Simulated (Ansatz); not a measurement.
`[SiH3][SiH2]Br` + `O=CO` → `O=CO[SiH2][SiH3]` + HBr at 500 K and 1 bar (ligand exchange at the Si–Br bond).

Program: Ansatz. Geometries: PBE0-D4/def2-TZVP. ΔE: electronic, gas phase. CBS: MP2 limit from def2 TZ/QZ plus the TZ coupled-cluster correction, frozen cores. This one scheme is used for every species. For Br outer-core shells are correlated without core-valence functions, which leaves a few kJ/mol of doubt a bond. Scalar relativity is left out up to krypton. One conformer a species, not always the lowest.

```csv
species,CCSD(T)/CBS energy (Eh),H − E (kJ/mol),S (J/(mol·K))
`[SiH3][SiH2]Br`,-3154.51510,152.2,389.7
`O=CO`,-189.60296,110.7,274.8
`O=CO[SiH2][SiH3]`,-770.19289,225.1,431.8
HBr,-2573.91920,30.5,213.7
```

H − E and S are ideal-gas, rigid-rotor, harmonic terms from PBE0-D4/def2-TZVP, for one conformer and one mirror image of each species. 1 Eh = 2625.50 kJ/mol, R = 8.31446 J/(mol·K).

Problem. By hand: ΔE, ΔH, ΔS and ΔG.

Solution. ΔE = (-770.19289) + (-2573.91920) − (-3154.51510) − (-189.60296) = 0.00597 Eh = 15.7 kJ/mol. Δ(H − E) = 225.1 + 30.5 − 152.2 − 110.7 = -7.3, so ΔH = 8.4 kJ/mol. ΔS = 431.8 + 213.7 − 389.7 − 274.8 = -19.0 J/(mol·K). ΔG = 8.4 − 500 × (-19.0)/1000 = 17.9 kJ/mol.

Problem. By hand: the equilibrium constant, and the temperature at which ΔG would vanish if ΔH and ΔS stayed fixed.

Solution. log₁₀ K = −ΔG/(RT ln 10) = -1.9. ΔH and −TΔS have one sign here, so there is no such temperature.

TΔS isn't small against ΔH here. A doubt of 5 kJ/mol in ΔE shifts log₁₀ K by 0.5 here. Other conformers and mirror images would add mixing entropy, several J/(mol·K) or more a flexible species. These are equilibria of isolated gas molecules and say nothing of rates. Largest T1 diagnostic: 0.016 (customary marks: 0.02 for closed shells, 0.045 for open ones).
